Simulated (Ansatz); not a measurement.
Gas-phase electronic energies from Ansatz, PBE0-D4/def2-TZVP geometries. CBS: MP2 limit from def2 TZ/QZ plus the TZ coupled-cluster correction, frozen cores. This one scheme is used for every species. Functionals use def2-TZVPP. B3LYP here is the variant with VWN-RPA as its local correlation; programs differ in this. Each species was taken in one conformer, which may not be the lowest.

Reaction (ligand exchange at the Si–S bond): `CO[SiH2]S[SiH2]O` + `N[SiH](O)F` → `O[SiH2]N[SiH](O)F` + `CO[SiH2]S`

```tsv
level	ΔE (kcal/mol)	difference from CCSD(T)/CBS
PBE-D4	6.3	2.7
r2SCAN-D4	4.9	1.3
B3LYP-D4	3.7	0.1
ωB97X-V	3.5	-0.1
ωB97M-V	3.8	0.2
r2SCAN	4.5	0.9
PBE0	4.1	0.5
B3LYP	1.3	-2.3
HF/def2-TZVPP	-2.0	-5.6
CCSD(T)/def2-TZVPP	2.9	-0.7
HF/def2-QZVPP	-2.4	-6.0
MP2/def2-QZVPP	4.3	0.7
SCS-MP2/def2-QZVPP	2.6	-1.0
HF/CBS(def2)	-2.4	-6.0
MP2/CBS(def2)	4.8	1.2
CCSD/CBS(def2)	2.5	-1.1
CCSD(T)/CBS	3.6	0
```

Largest T1 diagnostic among the species: 0.012.

In def2-TZVPP, CCSD(T) changes the Hartree–Fock value by +4.8 kcal/mol (the triples alone add +1.1 kcal/mol) and MP2 by +6.0 kcal/mol. The D4 term adds +2.4 kcal/mol with B3LYP and +1.3 kcal/mol with PBE0; it sums over pairs of atoms, weighted by their polarisabilities, and B3LYP, whose exchange is more repulsive, gets the larger term.
